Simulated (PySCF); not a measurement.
C3H8As (SMILES [CH2][As](C)C), doublet, at a GFN2-xTB geometry; TPSS/3-21G run with PySCF.

Input for PySCF:
```python
from pyscf import gto, scf, dft

mol = gto.Mole()
mol.atom = '''
    C    -0.23006772    1.67305898   -0.47276520
    As   -0.03169729    0.03696667    0.42430225
    C     1.64549136   -0.59278425   -0.41758700
    C    -1.32840602   -1.05317798   -0.59963945
    H     0.57211491    2.39700141   -0.43075230
    H    -1.21209566    2.12078496   -0.53997594
    H     1.86380277   -1.61129755   -0.10217392
    H     2.47309738    0.04712382   -0.11745722
    H     1.54992401   -0.56470278   -1.50126901
    H    -2.33991879   -0.69798679   -0.41209461
    H    -1.11735202   -0.97762798   -1.66455109
    H    -1.26566772   -2.09577580   -0.29375005
'''
mol.basis = '3-21g'
mol.spin = 1
mol.verbose = 4
mol.build()

mf = dft.UKS(mol)
mf.xc = 'tpss'
mf.grids.level = 0
mf.kernel()
```

Question: Predict the main parts of the log of this PySCF run.

Answer: 
```
PySCF version 2.14.0

[INPUT] verbose = 4
[INPUT] num. atoms = 12
[INPUT] num. electrons = 59
[INPUT] charge = 0
[INPUT] spin (= nelec alpha-beta = 2S) = 1
[INPUT] symmetry False subgroup None
[INPUT] Mole.unit = angstrom
[INPUT] Symbol           X                Y                Z      unit          X                Y                Z       unit  Magmom
[INPUT]  1 C     -0.230067720000   1.673058980000  -0.472765200000 AA   -0.434764980903   3.161623262444  -0.893396749225 Bohr   0.0
[INPUT]  2 As    -0.031697290000   0.036966670000   0.424302250000 AA   -0.059899196991   0.069856882037   0.801815046537 Bohr   0.0
[INPUT]  3 C      1.645491360000  -0.592784250000  -0.417587000000 AA    3.109528010738  -1.120199883456  -0.789125063179 Bohr   0.0
[INPUT]  4 C     -1.328406020000  -1.053177980000  -0.599639450000 AA   -2.510323560023  -1.990217942623  -1.133154333985 Bohr   0.0
[INPUT]  5 H      0.572114910000   2.397001410000  -0.430752300000 AA    1.081140491680   4.529676185096  -0.814003874526 Bohr   0.0
[INPUT]  6 H     -1.212095660000   2.120784960000  -0.539975940000 AA   -2.290528834174   4.007702743497  -1.020406640455 Bohr   0.0
[INPUT]  7 H      1.863802770000  -1.611297550000  -0.102173920000 AA    3.522076785506  -3.044911074683  -0.193080725873 Bohr   0.0
[INPUT]  8 H      2.473097380000   0.047123820000  -0.117457220000 AA    4.673476727579   0.089051113743  -0.221961977153 Bohr   0.0
[INPUT]  9 H      1.549924010000  -0.564702780000  -1.501269010000 AA    2.928931892788  -1.067133595981  -2.836987268197 Bohr   0.0
[INPUT] 10 H     -2.339918790000  -0.697986790000  -0.412094610000 AA   -4.421805666824  -1.319003871664  -0.778745950309 Bohr   0.0
[INPUT] 11 H     -1.117352020000  -0.977627980000  -1.664551090000 AA   -2.111489302530  -1.847449133912  -3.145545680446 Bohr   0.0
[INPUT] 12 H     -1.265667720000  -2.095775800000  -0.293750050000 AA   -2.391765355503  -3.960442280491  -0.555107143577 Bohr   0.0

nuclear repulsion = 278.694570611542
number of shells = 41
number of NR pGTOs = 123
number of NR cGTOs = 65
basis = 3-21g
ecp = {}

******** <class 'pyscf.dft.uks.UKS'> ********
method = UKS
initial guess = minao
damping factor = 0
level_shift factor = 0
DIIS = <class 'pyscf.scf.diis.CDIIS'>
diis_start_cycle = 1
diis_space = 8
diis_damp = 0
SCF conv_tol = 1e-09
SCF conv_tol_grad = None
SCF max_cycles = 50
direct_scf = True
direct_scf_tol = 1e-13
number electrons alpha = 30  beta = 29
XC library pyscf.dft.libxc version 7.1.2
    S. Lehtola, C. Steigemann, M. J. T. Oliveira, and M. A. L. Marques,  SoftwareX 7, 1–5 (2018)
XC functionals = tpss
    J. Tao, J. P. Perdew, V. N. Staroverov, and G. E. Scuseria,  Phys. Rev. Lett. 91, 146401 (2003)
    J. P. Perdew, J. Tao, V. N. Staroverov, and G. E. Scuseria,  J. Chem. Phys. 120, 6898 (2004)
    J. Tao, J. P. Perdew, V. N. Staroverov, and G. E. Scuseria,  Phys. Rev. Lett. 91, 146401 (2003)
    J. P. Perdew, J. Tao, V. N. Staroverov, and G. E. Scuseria,  J. Chem. Phys. 120, 6898 (2004)
radial grids:
    Treutler-Ahlrichs [JCP 102, 346 (1995); DOI:10.1063/1.469408] (M4) radial grids

becke partition: Becke, JCP 88, 2547 (1988); DOI:10.1063/1.454033
pruning grids: <function nwchem_prune>
grids dens level: 0
symmetrized grids: False
atomic radii adjust function: <function treutler_atomic_radii_adjust>
small_rho_cutoff = 0
Set gradient conv threshold to 3.16228e-05
tot grids = 10672
init E= -2341.36483279414

cycle= 1 E= -2343.40841225168  delta_E= -2.04  |g|= 0.336  |ddm|=  2.3
cycle= 2 E= -2343.35345472144  delta_E= 0.055  |g|= 0.453  |ddm|= 0.891
cycle= 3 E= -2343.47122128848  delta_E= -0.118  |g|= 0.042  |ddm|= 0.566
cycle= 4 E= -2343.47236791452  delta_E= -0.00115  |g|= 0.0216  |ddm|= 0.0995
cycle= 5 E= -2343.47264905258  delta_E= -0.000281  |g|= 0.00977  |ddm|= 0.0486
cycle= 6 E= -2343.47271324705  delta_E= -6.42e-05  |g|= 0.00148  |ddm|= 0.0163
cycle= 7 E= -2343.4727157872  delta_E= -2.54e-06  |g|= 0.000297  |ddm|= 0.00405
cycle= 8 E= -2343.47271589981  delta_E= -1.13e-07  |g|= 7.38e-05  |ddm|= 0.00095
cycle= 9 E= -2343.47271590473  delta_E= -4.92e-09  |g|= 1.98e-05  |ddm|= 0.000218
cycle= 10 E= -2343.47271590506  delta_E= -3.35e-10  |g|= 8.26e-06  |ddm|= 5.42e-05
Extra cycle  E= -2343.47271590498  delta_E= 8.28e-11  |g|= 1.38e-05  |ddm|= 2.94e-05
converged SCF energy = -2343.47271590498  <S^2> = 0.75361291  2S+1 = 2.0036097
```
